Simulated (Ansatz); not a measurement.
Reaction (substitution at a C–O bond): `CO[SiH3]` + `S[SiH]1CC1` → `CS[SiH]1CC1` + silanol

Program: Ansatz. Geometries: PBE0-D4/def2-TZVP. ΔE: electronic, gas phase. CCSD(T)/CBS adds triple-zeta CCSD(T) − MP2 to the extrapolated MP2 energy (def2 sets, frozen cores). DFT in def2-TZVPP. One conformer a species, not always the lowest.

```tsv
level	ΔE (kJ/mol)
LDA (SPW92)	-38.6
r2SCANh-D4	-41.1
BHLYP	-33.1
CCSD(T)/def2-TZVPP	-39.0
```

**Question.** What does CCSD(T)/CBS give? (An estimate is asked.)

**Answer.** Ansatz gave: -43.4 kJ/mol. The listed levels differ from it by 4.8, 2.3, 10.3, 4.4 kJ/mol.

Largest T1 diagnostic among the species: 0.011.

In def2-TZVPP, CCSD(T) changes the Hartree–Fock value by −11.2 kJ/mol (the triples alone add −2.2 kJ/mol) and MP2 by −18.3 kJ/mol. At CCSD(T), def2-SVP lies +21.5 kJ/mol from the extrapolated value and def2-TZVPP +4.4 kJ/mol.
